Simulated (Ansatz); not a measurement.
Cost and result for the atomization energy of `FCC#C[SiH3]` (10 atoms, 9 bonds).

Cartesian coordinates in Å:
```
F 2.8661 0.2017 -0.9052
C 1.6220 0.2662 -1.4981
C 0.5613 0.0927 -0.5238
C -0.3358 -0.0498 0.2725
Si -1.6794 -0.2655 1.4840
H 1.5674 -0.5174 -2.2606
H 1.5292 1.2403 -1.9891
H -1.5848 -1.6135 2.0952
H -1.5650 0.7703 2.5392
H -2.9810 -0.1250 0.7860
```

Charge 0, multiplicity 1. Geometry: relaxed with PBE0-D4/def2-TZVP. Program: Ansatz. All runs use 4 threads of an Intel Xeon Platinum 8559C on a shared host. Times are those of one run each, without the atoms' runs, and a repeat can differ threefold. Electronic energies, without spin–orbit coupling; frozen cores. CCSD(T)/CBS adds CCSD(T) − MP2 in def2-TZVPP to the MP2 limit, and its time is that of the two runs behind it. T1 = 0.012. B3LYP takes the VWN-RPA correlation (the form of Gaussian; ORCA's B3LYP/G).

CCSD(T)/CBS is a level of theory with its own doubt, some kJ/mol a heavy atom from the limit and from the frozen cores, so smaller differences don't rank the functionals.

| level | functions | wall time | atomization (kcal/mol) | difference from CCSD(T)/CBS | per bond |
| --- | --- | --- | --- | --- | --- |
| LDA (SPW92)/def2-TZVPP | 236 | 0.75 s | 1060.5 | 135.5 | 15.0 |
| BLYP-D4/def2-TZVPP | 236 | 1.1 s | 926.7 | 1.7 | 0.2 |
| PBE0-D4/def2-TZVPP | 236 | 1.3 s | 927.9 | 2.9 | 0.3 |
| BHLYP-D4/def2-TZVPP | 236 | 1.6 s | 897.0 | -28.0 | -3.1 |
| r2SCANh-D4/def2-TZVPP | 236 | 1.9 s | 921.0 | -4.0 | -0.4 |
| CCSD(T)/def2-SVP | 99 | 2.3 s | 879.6 | -45.4 | -5.0 |
| r2SCAN-D4/def2-TZVPP (with forces) | 236 | 2.4 s | 927.8 | 2.8 | 0.3 |
| B3LYP-D4/def2-TZVPP (with forces) | 236 | 2.4 s | 925.8 | 0.8 | 0.1 |
| B2PLYP/def2-TZVPP | 236 | 3.2 s | 918.8 | -6.2 | -0.7 |
| ωB97M-V/def2-TZVPP (with forces) | 236 | 4.9 s | 927.4 | 2.4 | 0.3 |
| MP2/def2-QZVPP | 448 | 12 s | 935.6 | 10.6 | 1.2 |
| CCSD(T)/def2-TZVPP | 236 | 47 s | 901.7 | -23.3 | -2.6 |
| CCSD(T)/CBS(def2) | – | 58 s | 925.0 | 0.0 | 0.0 |

At CCSD(T), def2-SVP lies −45.4 kcal/mol from the extrapolated value and def2-TZVPP −23.3 kcal/mol: correlation converges slowly with the basis, and small sets miss more of it in the bonded molecule than in its fragments. Leaving LDA and LC-ωPBE aside and taking each functional with its dispersion term where it has one, the values, not all of them listed here, spread over 50.1 kcal/mol, from BHLYP-D4 to PBE-D4. LDA lies +117.4 kcal/mol from PBE without D4, its usual overbinding. From BLYP to BHLYP (50 % exact exchange), in def2-TZVPP and without D4, the atomization energy moves by −25.6 kcal/mol: exact exchange takes away binding that semilocal exchange gives to molecules.
